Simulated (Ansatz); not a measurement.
Program: Ansatz. Geometries: PBE0-D4/def2-TZVP. ΔE: electronic, gas phase. CBS: MP2 limit from def2 TZ/QZ plus the TZ coupled-cluster correction, frozen cores. This one scheme is used for every species. Functionals use def2-TZVPP. B3LYP here is the variant with VWN-RPA as its local correlation; programs differ in this. For Ge, Se outer-core shells are correlated without core-valence functions, which leaves a few kJ/mol of doubt a bond. Scalar relativity is left out up to krypton. Each species was taken in one conformer, which may not be the lowest.

Consider the ligand exchange at a Ge–S bond: `[F][GeH2][SH]` + `C[SeH]` → `C[Se][GeH2][F]` + H₂S.

`[F][GeH2][SH]`:

Cartesian coordinates in Å:
```
F 0.960 -1.048 -1.215
Ge -0.310 -0.182 -0.397
S 0.226 0.067 1.722
H -0.408 1.162 -1.125
H -1.555 -1.069 -0.467
H 1.088 1.069 1.483
```

`C[SeH]`:

```xyz
6

C     0.249    0.276    0.400
Se   -0.296   -1.325   -0.568
H     0.869    0.910   -0.229
H     0.834   -0.072    1.250
H    -0.622    0.819    0.761
H    -1.034   -0.608   -1.615
```

`C[Se][GeH2][F]`:

```xyz
9

C    -0.347   -1.487   -0.569
Se   -0.358    0.284   -1.405
Ge    0.240    1.485    0.488
F     1.913    1.167    0.877
H    -0.688   -2.183   -1.333
H    -1.030   -1.511    0.277
H     0.663   -1.748   -0.260
H     0.137    2.986    0.199
H    -0.530    1.006    1.727
```

H₂S:

```xyz
3

S    -0.585    0.204   -0.014
H     0.524    0.513   -0.702
H     0.061   -0.717    0.716
```

```json
{"level": "r2SCAN-D4", "ΔE (kcal/mol)": "-2.8", "difference from CCSD(T)/CBS": "0.7"}
{"level": "PBE0-D4", "ΔE (kcal/mol)": "-3.0", "difference from CCSD(T)/CBS": "0.5"}
{"level": "BHLYP-D4", "ΔE (kcal/mol)": "-3.3", "difference from CCSD(T)/CBS": "0.2"}
{"level": "BLYP", "ΔE (kcal/mol)": "-2.3", "difference from CCSD(T)/CBS": "1.2"}
{"level": "B3LYP", "ΔE (kcal/mol)": "-2.3", "difference from CCSD(T)/CBS": "1.2"}
{"level": "LC-ωPBE", "ΔE (kcal/mol)": "-2.0", "difference from CCSD(T)/CBS": "1.5"}
{"level": "HF/def2-SVP", "ΔE (kcal/mol)": "-1.5", "difference from CCSD(T)/CBS": "2.0"}
{"level": "CCSD/def2-TZVPP", "ΔE (kcal/mol)": "-2.8", "difference from CCSD(T)/CBS": "0.7"}
{"level": "HF/def2-QZVPP", "ΔE (kcal/mol)": "-1.7", "difference from CCSD(T)/CBS": "1.8"}
{"level": "CCSD/CBS(def2)", "ΔE (kcal/mol)": "-3.3", "difference from CCSD(T)/CBS": "0.2"}
{"level": "CCSD(T)/CBS", "ΔE (kcal/mol)": "-3.5", "difference from CCSD(T)/CBS": "0"}
```

Largest T1 diagnostic among the species: 0.012.

Leaving LDA and LC-ωPBE aside and taking each functional with its dispersion term where it has one, the values, not all of them listed here, spread over 1.8 kcal/mol, from BLYP-D4 to B97M-V. The D4 term adds −1.0 kcal/mol with B3LYP and −0.6 kcal/mol with PBE0; it sums over pairs of atoms, weighted by their polarisabilities, and B3LYP, whose exchange is more repulsive, gets the larger term.
